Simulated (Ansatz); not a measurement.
`FC1=N[SiH2]S1`, charge 0, multiplicity 1.

Give a relaxed structure at PBE0-D4/def2-TZVP (Ansatz 0.2.0). (Estimate.)

Ansatz gave: 
```xyz
7

F     1.796   -1.662    0.585
C     0.856   -0.792    0.278
N     0.164   -0.839   -0.778
Si   -0.723    0.603   -0.315
S     0.558    0.523    1.438
H    -2.156    0.388   -0.028
H    -0.494    1.779   -1.179
```
Point group Cs.
